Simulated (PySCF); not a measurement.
**Zinc: a sound run and one with changed settings**

Sound run: Zn [Ar] 3d10 4s2, Zn⁺ [Ar] 3d10 4s1. Computed with PySCF 2.14 in cc-pVDZ-PP with ECP10MDF, with scalar relativity through the core potential. In the sound run the correlated levels freeze 3s2 3p6 outside the core potential. The sound run starts from symmetry-adapted Hartree-Fock orbitals and uses a fine grid where one is needed.

A second run was set up differently.

```tsv
species	method	sound run (hartree)	changed run (hartree)	converged
Zn	MP2	-226.37047	-226.62482	yes
Zn⁺	MP2	-226.04303	-226.29542	yes
```

Ionisation energy of Zn:

| method | sound run (eV) | changed run (eV) |
| --- | --- | --- |
| UHF | 7.873 | 7.873 |
| MP2 | 8.910 | 8.963 |
| SCS-MP2 | 8.948 | 8.980 |

Q: What was changed?
A. a valence shell is frozen
B. basis contracted for another Hamiltonian
C. minimal basis
D. all electrons correlated in a valence basis

A: D. A valence basis has no tight correlating functions, so it recovers only part of the core correlation, and not evenly between atom and ion.
